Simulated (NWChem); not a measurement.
System: InF3; SMILES [F][In]([F])[F]

Computed with NWChem. Geometry: optimised at PBE0/def2-SVP. No frequency run checked for a minimum. def2 effective core potentials on In; no spin-orbit coupling.

Diagonal of the polarisability tensor at B3LYP/def2-SVPD, static: 33.89, 33.89, 23.75 bohr³.

Question: Find the mean polarisability volume, the molar refraction, and the refractive index that an ideal gas of it would have at 273.15 K and 1 atm.

Answer: 
1. Mean: one third of the trace = 30.51 bohr³ × 0.14818 Å³/bohr³ = 4.52 Å³.
2. Molar refraction (Lorentz-Lorenz): (4π/3) N_A α = 11.4 cm³/mol.
3. Number density p/kT = 2.687 × 10⁻⁵ Å⁻³; n − 1 = 2π N α = 7.63 × 10⁻⁴.
4. These hold the electronic response alone: vibrational and orientational terms add to the static dielectric constant.
